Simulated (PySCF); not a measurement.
H3OSi, SMILES [O][SiH3], multiplicity 2. The structure is a stationary point at B3LYP-D3(BJ)/def2-TZVP. The isomer is the one that the SMILES or the coordinates give; other isomers of the formula were not compared.

Computed equilibrium geometry at B3LYP-D3(BJ)/def2-TZVP (PySCF confirms it by a frequency run) as bond lengths and angles, and its point group:
point group Cs.
Atoms: O1 Si2 H3 H4 H5. Bonded distances (Å): O1–Si2 1.658, Si2–H3 1.481, Si2–H4 1.491, Si2–H5 1.481. Bond angles (°): O1–Si2–H3 112.7, O1–Si2–H4 100.4, O1–Si2–H5 112.7, H3–Si2–H4 110.2, H3–Si2–H5 110.2, H4–Si2–H5 110.2.
Charge 0, spin multiplicity 2.
